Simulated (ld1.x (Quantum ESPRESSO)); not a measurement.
beryllium (Be): what ld1.x (Quantum ESPRESSO) 7.5 does with a changed input

Command:

```bash
ld1.x < Be.in > Be.out
```

Input:

```
&input
   title='Be', zed=4., rel=0, dft='PBESOL', iswitch=3, rmax=20.0,
   config='[He] 2s1 2p0',
   nld=2, rlderiv=3.55, eminld=-3.0, emaxld=5.0, deld=0.02
 /
 &inputp
   pseudotype=3, lpaw=.true., tm=.true., lloc=-1, rcloc=2.05,
   nlcc=.true., new_core_ps=.true., rcore=0.95,
   which_augfun='BESSEL', rmatch_augfun=1.35,
   file_pseudopw='Be.UPF', file_wfcaegen='ae.wfc', file_wfcncgen='nc.wfc', file_beta='beta', file_chi='chi', file_wfcusgen='us.wfc'
 /
4
2S  1  0   1.00   0.00  1.30  1.65  0.0
2S  1  0   0.00   1.15  1.30  1.65  0.0
2P  2  1   0.00   0.00  2.50  3.25  0.0
2P  2  1   0.00  -0.15  2.50  3.25  0.0
 &test
   configts(1)='2s1 2p0'
 /
```

This is an input that runs to its end, with one change: mesh end rmax=20.0.

Question: How does the run end?

Answer: The program runs through. The occupied levels of the test differ from the all-electron ones by at most 0.00000 Ry (unchanged input: 0.00000 Ry).

```
     Suggested rho cutoff for augmentation:  29.83 Ry

     Estimated PAW energy =   -5.646894 Ryd

     ------------------- End of pseudopotential generation -------------------

     Computing logarithmic derivative in   3.56076
     Computing logarithmic derivative in   3.56076
     Computing the partial wave expansion
     R is outside the sphere for l=    0 j= 0.00
     R is outside the sphere for l=    0 j= 0.00
     R is outside the sphere for l=    1 j= 0.00
     R is outside the sphere for l=    1 j= 0.00

     ---------------------- Testing the pseudopotential ----------------------

     Be

     atomic number is  4.00   valence charge is  2.00
     dft = SLA  PW   PSX  PSC   lsd =0 sic =0 latt =0  beta=0.20 tr2=1.0E-14
     mesh = 911 r(mesh) =  19.85996 xmin = -7.00 dx = 0.01250

     n l     nl             e AE (Ry)        e PS (Ry)    De AE-PS (Ry)
     1 0     2S   1( 1.00)       -0.99770       -0.99770        0.00000
     2 1     2P   1( 0.00)       -0.70948       -0.70948        0.00000

     eps = 2.0E-19  iter =  1

     Etot =     -28.369755 Ry,     -14.184877 Ha,    -385.990175 eV
     Etotps =    -5.646894 Ry,      -2.823447 Ha,     -76.829902 eV

     Ekin =       1.472271 Ry,       0.736136 Ha,      20.031271 eV
     Encl =      -2.727049 Ry,      -1.363524 Ha,     -37.103385 eV
     Ehrt =       0.393006 Ry,       0.196503 Ha,       5.347122 eV
     Ecxc =      -4.785123 Ry,      -2.392561 Ha,     -65.104911 eV
     (Ecc =      -1.000214 Ry,      -0.500107 Ha,     -13.608600 eV)

     ---------------------- End of pseudopotential test ----------------------
```
